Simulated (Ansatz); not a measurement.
Mulliken charges of C₂Cl₂GeN₂, SMILES `N#[C][Ge]([Cl])([Cl])[C]#N` from B3LYP/def2-TZVPP in Ansatz (PBE0-D4/def2-TZVP geometry).

```csv
atom,x (Å),y (Å),z (Å),charge (e)
N1,1.737,-1.666,1.450,0.027
C2,0.986,-1.114,0.775,-0.168
Ge3,-0.261,-0.217,-0.350,0.657
Cl4,-2.182,-1.019,-0.031,-0.188
Cl5,0.339,-0.435,-2.358,-0.188
C6,-0.272,1.632,0.102,-0.168
N7,-0.286,2.752,0.367,0.027
```

Question: By hand: the dipole of these point charges (1 e Å = 4.8032 D).

Answer: Σ q r = (0.094, 0.073, 0.121) e Å, of length 0.170 e Å = 0.82 D.

Question: How does the dipole of the full density compare? (An estimate is asked.)

Answer: Ansatz gave: (-0.292, -0.225, -0.372) e Å, 2.52 D; the point charges give 0.33 times that, at 180° from its direction, so they point the opposite way.

Point charges leave out the atoms' own dipoles, such as those of lone pairs, and Mulliken's split depends on the basis, so the two needn't agree.

B3LYP here is the variant with VWN-RPA as its local correlation; programs differ in this.
